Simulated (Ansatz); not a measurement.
Basis sets compared for W(NH)2(OH)2 (WN₂O₂H₄). The state is a singlet with charge 0. Geometry PBE-D4/def2-SVP. Ansatz on 4 threads of Arm Neoverse V1 on a shared host; times are rough, and most runs start from earlier orbitals.

```
atom   x (Å)   y (Å)   z (Å)
  W1  -0.033  -0.071   0.108
  N2   1.571  -0.100  -0.635
  H3   2.293   0.135  -1.321
  N4  -1.146   1.009  -0.743
  H5  -1.438   1.691  -1.448
  O6   0.136   0.598   1.902
  H7   1.010   0.605   2.335
  O8  -0.728  -1.861   0.014
  H9  -1.665  -2.005  -0.211
```

In the def2 sets W takes a core potential; there is no spin–orbit coupling.

```tsv
level	functions	energy (Eh)	HOMO (eV)	LUMO (eV)	wall time
PBE-D4/def2-SVP	108	-329.1574	-6.06	-1.44	0.95 s
PBE-D4/def2-TZVP	188	-329.4911	-6.22	-1.61	1.6 s
r2SCAN-D4/def2-TZVP	188	-329.6257	-6.51	-1.52	3.1 s
PBE0-D4/def2-SVP	108	-329.0767	-7.47	-0.69	1.2 s
PBE0-D4/def2-TZVP	188	-329.4118	-7.58	-0.82	2.1 s
```

**Question.** Estimate the rows for PBE-D4/def2-TZVPD, r2SCAN-D4/def2-TZVPD, PBE0-D4/def2-TZVPD.

**Answer.** 
| level | functions | energy (Eh) | HOMO (eV) | LUMO (eV) | wall time |
| --- | --- | --- | --- | --- | --- |
| PBE-D4/def2-TZVPD | 233 | -329.4959 | -6.31 | -1.78 | 2.6 s |
| r2SCAN-D4/def2-TZVPD | 233 | -329.6293 | -6.57 | -1.62 | 4.3 s |
| PBE0-D4/def2-TZVPD | 233 | -329.4159 | -7.65 | -0.98 | 3.1 s |
